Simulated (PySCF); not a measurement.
Iron: a sound run and one with changed settings

Sound run: Fe [Ar] 3d6 4s2, Fe⁺ [Ar] 3d6 4s1. Computed with PySCF 2.14 in aug-cc-pVDZ (7s6p4d2f, 59 functions), with the non-relativistic Hamiltonian (point nucleus). In the sound run the correlated levels freeze [Ar]. The sound run starts from symmetry-adapted Hartree-Fock orbitals and uses a fine grid where one is needed.

Changed run: basis STO-3G. This setting is unsound on purpose.

| species | method | sound run (hartree) | changed run (hartree) | converged |
| --- | --- | --- | --- | --- |
| Fe | UHF | -1262.45147 | -1248.75843 | yes |
| Fe | TPSS | -1263.70273 | -1249.73677 | yes |
| Fe | PBE | -1263.42649 | -1249.41835 | yes |
| Fe | MP2 | -1262.60823 | -1248.77859 | yes |
| Fe⁺ | UHF | -1262.21741 | -1248.57315 | yes |
| Fe⁺ | TPSS | -1263.42592 | -1249.50924 | yes |
| Fe⁺ | PBE | -1263.14270 | -1249.18572 | yes |
| Fe⁺ | MP2 | -1262.33652 | -1248.57347 | yes |

Ionisation energy of Fe:

| method | sound run (eV) | changed run (eV) |
| --- | --- | --- |
| UHF | 6.369 | 5.042 |
| TPSS | 7.533 | 6.191 |
| PBE | 7.722 | 6.330 |
| MP2 | 7.394 | 5.582 |
| SCS-MP2 | 7.566 | 5.689 |

A minimal basis cannot let orbitals breathe on ionisation and holds almost no correlation.

For comparison, NIST gives 7.902 eV between the lowest levels.
